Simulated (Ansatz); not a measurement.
Ansatz results at the PBE0-D4/def2-TZVP geometry: HOMO–LUMO gap (PBE0/def2-TZVPP) 7.60 eV; zero-point energy (PBE0-D4/def2-TZVP) 226.5 kJ/mol; HOMO energy (PBE0/def2-TZVPP) -7.69 eV.

Each molecule was computed in one conformer, which needn't be the lowest.

Problem. Which molecule gave them?
A. `CC(F)(F)F`
B. `C/C=C(\F)C(F)F`
C. `COCCCF`
D. `FC/C=C/C(F)F`

Solution. B. The others give `COCCCF`: 8.77, 341.7, -7.65; `FC/C=C/C(F)F`: 7.70, 228.7, -8.13; `CC(F)(F)F`: 12.35, 138.0, -10.92.
